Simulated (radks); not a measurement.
Results of a calculation; reference values are marked as such.
The mean radii <r> (bohr) of the occupied orbitals of an atom or ion are listed with their occupations. Level of theory: non-relativistic Kohn-Sham, PBE, spin-polarised, spherical densities, point nucleus (a radial shooting solver on a logarithmic mesh with Libxc functionals).

| orbital | occ. | <r> |
|---|---|---|
| 1s up | 1 | 0.02134 |
| 1s down | 1 | 0.02134 |
| 2s up | 1 | 0.09036 |
| 2s down | 1 | 0.09035 |
| 2p up | 3 | 0.07650 |
| 2p down | 3 | 0.07648 |
| 3s up | 1 | 0.2287 |
| 3s down | 1 | 0.2285 |
| 3p up | 3 | 0.2185 |
| 3p down | 3 | 0.2183 |
| 3d up | 5 | 0.1920 |
| 3d down | 5 | 0.1919 |
| 4s up | 1 | 0.4690 |
| 4s down | 1 | 0.4699 |
| 4p up | 3 | 0.4684 |
| 4p down | 3 | 0.4693 |
| 4d up | 5 | 0.4620 |

Name the element and its charge. Open shells, if any, are filled with parallel spins first.

Answer. Z = 71, lutetium, charge +30: Lu30+ in [Kr] 4d5. The 1s radius gives Z: for a bare nucleus <r> = 1.5/Z, 0.02113 bohr for Z = 71, and screening makes it slightly larger (0.02134 here). The occupations add up to 41, and the charge is Z minus that.
